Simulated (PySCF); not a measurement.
# Si⁺: excitation energy

Si⁺ [Ne] 3s2 3p1 (2P) → Si⁺ [Ne] 3s1 3p2 (4P), as a difference of total energies. All numbers are calculated (PySCF 2.14, scalar relativity by spin-free X2C-1e, in x2c-QZVPPall with one added diffuse shell each of s, p, d, f type (10s7p5d3f1g, 86 functions)). Correlated levels: valence: [Ne] frozen; valence and next inner shell: 1s2 frozen. The calculations carry no spin-orbit coupling.

```
                                method  excitation energy (eV)
                                   UHF                   3.926
                                   LDA                   5.402
                                   PBE                   5.279
                                  PBE0                   5.118
                                r2SCAN                   4.704
                                 B97-3                   5.492
                                  BP86                   5.316
                                M06-2X                   5.634
                                 M06-L                   5.287
                         MP2 (valence)                   4.844
                     SCS-MP2 (valence)                   5.208
    MP2 (valence and next inner shell)                   5.041
SCS-MP2 (valence and next inner shell)                   5.359
```

Q: How much does correlation contribute at MP2 (valence and next inner shell)?

A: 5.041 − (3.926) = 1.115 eV, measured against UHF.

Errors of the correlated levels include the incompleteness of this basis and the frozen core.

For comparison: 5.308 eV (measured; NIST levels, between the centres of gravity of the two terms).
